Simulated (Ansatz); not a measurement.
Mulliken charges of `OC(O)[SiH3]` from ωB97M-V/def2-TZVPP in Ansatz (PBE0-D4/def2-TZVP geometry).

| atom | x (Å) | y (Å) | z (Å) | charge (e) |
| --- | --- | --- | --- | --- |
| O1 | -0.792 | 0.097 | -1.411 | -0.311 |
| C2 | -0.372 | 0.523 | -0.141 | 0.073 |
| O3 | 0.604 | 1.536 | -0.218 | -0.315 |
| Si4 | 0.267 | -1.017 | 0.792 | 0.170 |
| H5 | -1.173 | 0.854 | -1.871 | 0.172 |
| H6 | -1.198 | 0.992 | 0.409 | 0.104 |
| H7 | 1.384 | 1.167 | -0.647 | 0.180 |
| H8 | -0.727 | -2.120 | 0.776 | -0.022 |
| H9 | 0.568 | -0.633 | 2.194 | -0.021 |
| H10 | 1.523 | -1.450 | 0.121 | -0.030 |

**Question.** By hand: the dipole of these point charges (1 e Å = 4.8032 D).

**Answer.** Σ q r = (-0.045, -0.085, 0.169) e Å, of length 0.194 e Å = 0.93 D.

**Question.** How does the dipole of the full density compare? (An estimate is asked.)

**Answer.** Computed: (-0.036, 0.060, -0.068) e Å, 0.47 D; the point charges give 1.98 times that, at 142° from its direction, so they point the opposite way.

Point charges leave out the atoms' own dipoles, such as those of lone pairs, and Mulliken's split depends on the basis, so the two needn't agree.
